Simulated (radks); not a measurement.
Question: Numerical settings for the palladium ion Pd30+, [Ne] 3s2 3p4. All-electron calculation, scalar-relativistic Kohn-Sham, r2SCAN, spin-polarised, spherical densities, finite nucleus; open shells are filled with parallel spins first (spin-orbit coupling, left out, can overturn this in heavy ions); meta-GGA in the generalised Kohn-Sham scheme; Fermi nuclear charge, rms radius 4.5318 fm. Program: a radial shooting solver on a logarithmic mesh with Libxc functionals. The defaults (mesh step 0.008 in ln r, mesh end at 40 bohr or more with all orbitals vanishing there, Anderson mixing 0.5 over 9 steps, residual threshold near 1e-9 with the energy settled to 1e-9 hartree or 1e-11 of itself, here a cap of 53 iterations) give E = -4384.228 hartree and 3p at -1756.0 eV in 12 iterations. Run on one thread of a shared host, so times are rough (Intel(R) Xeon(R) 6975P-C): 0.09 s of CPU time, 0.09 s wall, 12 iterations on 2189 mesh points. One setting is changed at a time: mesh step in ln r 0.08; mesh step in ln r 0.2; mesh step in ln r 0.05; mesh end (bohr) 8; mesh end (bohr) 1; residual threshold 1e-13; residual threshold 0.01; mixing 2.5; linear mixing, mixing 1; linear mixing, mixing 0.05; mixing history 2; iteration cap 2. Which runs fail to converge, and which converge to a wrong energy?

Answer: Not converged within the cap: mesh step in ln r 0.08; mesh step in ln r 0.2; residual threshold 1e-13; linear mixing, mixing 1; linear mixing, mixing 0.05; iteration cap 2. Settings that end as converged yet miss the energy by more than 1 mhartree: mesh step in ln r 0.05 (-0.00285 hartree); mesh end (bohr) 1 (+0.0298 hartree).
